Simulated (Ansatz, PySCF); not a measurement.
SnF3, SMILES [F][Sn+]([F])[F], charge +1. Atoms are numbered in the order given.

```xyz
4

Sn     0.0000     0.0000     0.0017
F      0.0000     0.0000    -1.8802
F      0.0000    -1.6299     0.9427
F      0.0000     1.6299     0.9427
```
Charge +1, spin multiplicity 1.

Geometry optimised at B3LYP-D3(BJ)/def2-SVP. The multiplicity is an assumed one; other spin states were not compared. The isomer is the one that the SMILES or the coordinates give; other isomers of the formula were not compared. The def2 effective core potentials stand for the cores of Sn; spin–orbit coupling is left out.

Two levels are set side by side: PBE-D3(BJ)/def2-SVP (Ansatz, a first-principles code) and B3LYP-D3(BJ)/def2-SVP (Ansatz). Each level has its own optimised geometry; the coordinates shown are those of the second. Frequencies come from the Hessian of PySCF at each geometry. Differences are taken from unrounded values.

```csv
quantity,B3LYP-D3(BJ),PBE-D3(BJ),PBE-D3(BJ) minus B3LYP-D3(BJ)
mean bond length (Å),1.882,1.899,0.017
bond Sn1–F2 (Å),1.882,1.899,0.017
bond Sn1–F3 (Å),1.882,1.899,0.017
bond Sn1–F4 (Å),1.882,1.899,0.017
highest harmonic wavenumber (cm⁻¹),729,698,-30
mean harmonic wavenumber (cm⁻¹),421,401,-20
zero-point energy (kcal/mol),3.61,3.44,-0.17
```

Exact exchange shortens and stiffens bonds; PBE has none. Differences between two approximate levels are no errors against the true value.
